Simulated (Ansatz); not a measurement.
Basis sets compared for AlSi13PH24, a doped nanocrystal cut from the lattice of silicon (Al and P 2.4 A apart). The state is a singlet with charge 0. Geometry PBE-D4/def2-SVP. Ansatz on 2 threads of AMD EPYC 7R13 on a shared host and a share (18 GiB) of an NVIDIA H100 80GB HBM3; times are rough, and most runs start from earlier orbitals.

| atom | x (Å) | y (Å) | z (Å) |
| --- | --- | --- | --- |
| Al1 | 0.929 | 0.762 | 0.796 |
| P2 | -0.476 | -1.223 | 1.176 |
| Si3 | -2.253 | 2.807 | 1.907 |
| Si4 | -1.783 | 1.977 | -1.910 |
| Si5 | -2.762 | -1.038 | 1.116 |
| Si6 | -0.076 | -3.151 | -0.001 |
| Si7 | 1.067 | -0.261 | -3.089 |
| Si8 | 3.612 | -1.810 | -0.520 |
| Si9 | -3.512 | 0.856 | 2.297 |
| Si10 | -2.517 | 3.547 | -0.314 |
| Si11 | -0.015 | 2.312 | 2.455 |
| Si12 | 0.466 | 1.398 | -1.532 |
| Si13 | 3.168 | -0.196 | 1.139 |
| Si14 | 2.222 | -3.658 | -0.082 |
| Si15 | 3.270 | -1.002 | -2.707 |
| H16 | -2.867 | 3.841 | 2.825 |
| H17 | -2.004 | 2.544 | -3.293 |
| H18 | -2.648 | 0.744 | -1.795 |
| H19 | -3.076 | -0.996 | -0.352 |
| H20 | -3.281 | -2.332 | 1.687 |
| H21 | -0.682 | -2.878 | -1.347 |
| H22 | -0.889 | -4.215 | 0.691 |
| H23 | 0.953 | 0.224 | -4.516 |
| H24 | 0.138 | -1.445 | -2.949 |
| H25 | 5.017 | -2.366 | -0.437 |
| H26 | -4.971 | 1.000 | 1.938 |
| H27 | -3.430 | 0.469 | 3.753 |
| H28 | -3.966 | 3.906 | -0.540 |
| H29 | -1.701 | 4.806 | -0.476 |
| H30 | 0.724 | 3.630 | 2.499 |
| H31 | -0.032 | 1.773 | 3.871 |
| H32 | 1.282 | 2.624 | -1.887 |
| H33 | -0.270 | -1.673 | 2.521 |
| H34 | 3.347 | -0.894 | 2.471 |
| H35 | 4.262 | 0.843 | 1.039 |
| H36 | 2.544 | -4.239 | 1.273 |
| H37 | 2.352 | -4.765 | -1.102 |
| H38 | 4.207 | 0.163 | -2.916 |
| H39 | 3.653 | -2.082 | -3.691 |

Single mean-field runs in def2-TZVP are fitted with def2-universal-jkfit.

Binding counts from free atoms (Al doublet, P quartet, Si triplet, H doublet) in the same basis, without a counterpoise term.

```
           level  functions  energy (Eh)  HOMO (eV)  LUMO (eV)  binding per atom (eV)  wall time
 PBE-D4/def2-SVP        390   -4358.1872      -5.83      -2.27                   3.12      3.3 s
PBE0-D4/def2-SVP        390   -4358.6392      -6.78      -1.58                   3.12      3.8 s
```

(1) Estimate the rows for PBE-D4/def2-TZVP (with forces), PBE0-D4/def2-TZVP.

## Answers

(1) 
| level | functions | energy (Eh) | HOMO (eV) | LUMO (eV) | binding per atom (eV) | wall time |
| --- | --- | --- | --- | --- | --- | --- |
| PBE-D4/def2-TZVP (with forces) | 699 | -4359.6949 | -5.82 | -2.38 | 3.12 | 6.5 s |
| PBE0-D4/def2-TZVP | 699 | -4360.1302 | -6.72 | -1.65 | 3.12 | 5.5 s |
